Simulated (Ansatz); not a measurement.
Zn, charge +1, doublet.

Here is a job for Ansatz (an electronic-structure program).
Ansatz 0.2 input:
```yaml
crystal:
  periodic: [false, false, false]
  atoms:
    - {symbol: Zn, position_ang: [0.00000000, 0.00000000, 0.00000000]}
basis:
  gaussian:
    orbitals: def2-SVP
hamiltonian:
  xc: {name: SVWN5}
total_charge: 1
magnetization: {spin_polarized: true, initial_magnetization: 1}
```

Q: What does this run give for the <S^2>, total energy, number of basis functions?

A: 
<S^2>: 0.750
total energy: -1775.8886 Eh
number of basis functions: 31
